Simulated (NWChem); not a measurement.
# SiH4O; SMILES O[SiH3]

Computed with NWChem. Coordinates come from a PBE0/def2-SVP optimisation. Level: B3LYP/def2-SVP with SMD (1 M gas to 1 M solution), gas-phase geometry. Reactions with the solvent are ignored.

For solvent 1-propanol:

| Property | Result |
|---|---|
| solvation free energy (kcal/mol) | -4.4 |
| cavity-dispersion-structure term (kcal/mol) | 0.4 |
| dipole in solution (D) | 1.74 |

**Question.** Estimate the same quantities for solvent toluene.

**Answer.** 
- solvation free energy (kcal/mol): -2.1
- cavity-dispersion-structure term (kcal/mol): -0.7
- dipole in solution (D): 1.51
